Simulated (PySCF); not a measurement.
**Polarisability and C₆ of Ga+ (gallium, charge +1)**

[Ar] 3d10 4s2, closed-shell 1S. All numbers are calculated (PySCF 2.14, a scalar-relativistic core potential, in aug-cc-pwCVTZ-PP with ECP10MDF). Coupled (time-dependent) response in atomic units; α is the mean over directions.

```
 method  mean α (bohr³)  C₆ (like pair)  S(−4)
    UHF           21.27           113.2  225.3
    PBE           17.52           88.73  145.7
   PBE0           18.41           94.23  163.3
r2SCANh           18.21           96.79  146.6
  M06-L           17.63           90.57  144.1
```

S(−4) is the Cauchy moment in α(ω) = α(0) + S(−4) ω² + …

α(iu) at M06-L:

| u (hartree) | α(iu) (bohr³) |
| --- | --- |
| 0 | 17.63 |
| 0.0500 | 17.28 |
| 0.100 | 16.31 |
| 0.200 | 13.40 |
| 0.300 | 10.47 |
| 0.500 | 6.491 |
| 0.750 | 4.046 |
| 1.00 | 2.836 |
| 1.50 | 1.717 |
| 2.00 | 1.206 |
| 3.00 | 0.7326 |
| 5.00 | 0.3787 |

A single London oscillator, α(iu) = α/(1 + u²/ω²), gives C₆ = (3/4) ω α². Matching the computed C₆ needs ω = 4 × 90.57 / (3 × 17.63²) = 0.389 hartree.

For an ion, C₆ is the dispersion term alone; charge-induced terms of lower order in 1/R come first.

Energies and moments cover only the electrons outside the core potential.
